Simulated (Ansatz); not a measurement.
C2H7FOSi can be A, `CC[SiH](O)F`, or B, `CO[SiH](C)F`.

Calculated with Ansatz (gas phase, PBE0-D4/def2-TZVP geometries, no zero-point term in ΔE). CCSD(T)/CBS adds triple-zeta CCSD(T) − MP2 to the extrapolated MP2 energy (def2 sets, frozen cores). Functionals use def2-TZVPP. One conformer a species, not always the lowest.

Problem. Which isomer does CCSD(T)/CBS put lower? Give the gap. (An estimate is asked.)

Solution. Computed: A, by 9.9 kcal/mol.

Problem. Give E(B) − E(A) in kcal/mol with LDA (SPW92), BLYP-D4, HF/def2-TZVPP, ωB97M-V, MP2/def2-TZVPP, CCSD(T)/def2-SVP, PBE0-D4. (Best estimate.)

Solution. Ansatz gave: LDA (SPW92) 9.6, BLYP-D4 7.7, HF/def2-TZVPP 6.8, ωB97M-V 9.1, MP2/def2-TZVPP 10.6, CCSD(T)/def2-SVP 8.3, PBE0-D4 9.5. None reverses the order clearly.

Problem. Does the order hold for the free energy at 298.15 K (harmonic terms from PBE0-D4)? (Best estimate.)

Solution. The calculation gave: Yes: G(B) − G(A) = +9.1 kcal/mol, for one conformer each.

Largest T1 diagnostic: 0.011.

Leaving LDA and LC-ωPBE aside and taking each functional with its dispersion term where it has one, the values, not all of them listed here, spread over 2.3 kcal/mol, from BLYP-D4 to PBE-QIDH. In def2-TZVPP, CCSD(T) changes the Hartree–Fock value by +2.7 kcal/mol (the triples alone add +0.2 kcal/mol) and MP2 by +3.8 kcal/mol.
